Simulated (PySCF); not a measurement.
## `F[Si@H](SC[SiH3])C1CC1`: 4 charge schemes on one density

C4H11FSSi2.
Geometry (GFN2-xTB, Å), atoms numbered from 1 in this order:
```xyz
19
C4H11FSSi2 angstrom
F     -0.159   -0.994   -1.640
Si    -0.337   -0.172   -0.255
S      1.138   -0.902    1.100
C      2.555   -1.180   -0.028
Si     3.522    0.417   -0.395
C     -2.031   -0.506    0.453
C     -3.237    0.058   -0.248
C     -2.813    0.625    1.063
H     -0.099    1.198   -0.677
H      3.178   -1.904    0.493
H      2.170   -1.657   -0.926
H      2.668    1.326   -1.160
H      4.696    0.031   -1.179
H      3.905    1.029    0.875
H     -2.174   -1.471    0.925
H     -3.080    0.650   -1.137
H     -4.132   -0.545   -0.284
H     -2.368    1.608    1.077
H     -3.415    0.413    1.934
```

Density: PBE0/pcSseg-1 (PySCF); schemes: Mulliken, IAO, Hirshfeld and ESP-fitted. The structure is a single GFN2-xTB conformer in the gas phase; no vibrational or solvent corrections.

**Question.** At which atom do the 4 schemes differ most?

**Answer.** At Si2: from +0.298 (ESP-fitted) to +1.119 e (IAO), 0.821 e apart.

**Question.** For which atoms does the sign change between the 4 schemes (beyond +0.03 e in one, beyond −0.03 e in another)?

**Answer.** For none.

**Question.** What partial charge does each atom carry?

**Answer.** In e:

```tsv
atom	environment	Mulliken	IAO	Hirshfeld	ESP-fitted
F1	silicon-bound fluorine	-0.423	-0.541	-0.203	-0.227
Si2	fluorine-bound silicon	+1.048	+1.119	+0.399	+0.298
S3	sulfur bonded to C and Si	-0.297	-0.190	-0.092	-0.294
C4	sp3 carbon bound to sulfur	-0.632	-0.616	-0.158	-0.259
Si5	SiH3 silicon	+0.529	+0.612	+0.309	+0.397
C6	sp3 carbon bound to silicon	-0.562	-0.447	-0.137	-0.015
C7	three-membered-ring carbon	-0.205	-0.276	-0.080	-0.450
C8	three-membered-ring carbon	-0.204	-0.277	-0.083	-0.193
H9	Si–H hydrogen	-0.111	-0.153	-0.078	-0.003
H10	methylene hydrogen	+0.186	+0.174	+0.049	+0.173
H11	methylene hydrogen	+0.193	+0.170	+0.041	+0.127
H12	Si–H hydrogen	-0.077	-0.116	-0.072	-0.083
H13	Si–H hydrogen	-0.087	-0.120	-0.077	-0.111
H14	Si–H hydrogen	-0.068	-0.111	-0.074	-0.084
H15	methine hydrogen	+0.160	+0.165	+0.050	+0.115
H16	methylene hydrogen	+0.138	+0.147	+0.050	+0.193
H17	methylene hydrogen	+0.140	+0.156	+0.054	+0.184
H18	methylene hydrogen	+0.136	+0.147	+0.048	+0.110
H19	methylene hydrogen	+0.138	+0.155	+0.053	+0.123
```

Mean size of the charges over all atoms: IAO 0.300 e, Mulliken 0.281 e, ESP-fitted 0.181 e, Hirshfeld 0.111 e. Each set sums to the total charge, 0, to within 0.001 e. The ESP scheme is a least-squares fit of atom-centred charges to the potential on four shells outside the van der Waals surface, with the total charge fixed. The IAO scheme counts the electrons in orthogonalised intrinsic atomic orbitals, a minimal basis polarised so that it spans the occupied orbitals exactly.

**Question.** Sum the charges by element, for elements with more than one atom.

**Answer.** 
```json
{"element": "Si", "atoms": "2", "Mulliken": "+1.576", "IAO": "+1.731", "Hirshfeld": "+0.709", "ESP-fitted": "+0.695"}
{"element": "C", "atoms": "4", "Mulliken": "-1.603", "IAO": "-1.616", "Hirshfeld": "-0.457", "ESP-fitted": "-0.917"}
{"element": "H", "atoms": "11", "Mulliken": "+0.748", "IAO": "+0.615", "Hirshfeld": "+0.043", "ESP-fitted": "+0.744"}
```

**Question.** How closely do the schemes follow one another over all atoms?

**Answer.** Correlation coefficient and root-mean-square difference: Mulliken with IAO 0.99, 0.060 e; IAO with Hirshfeld 0.98, 0.253 e; Mulliken with Hirshfeld 0.95, 0.239 e; Hirshfeld with ESP-fitted 0.81, 0.128 e; IAO with ESP-fitted 0.81, 0.253 e; Mulliken with ESP-fitted 0.78, 0.245 e.
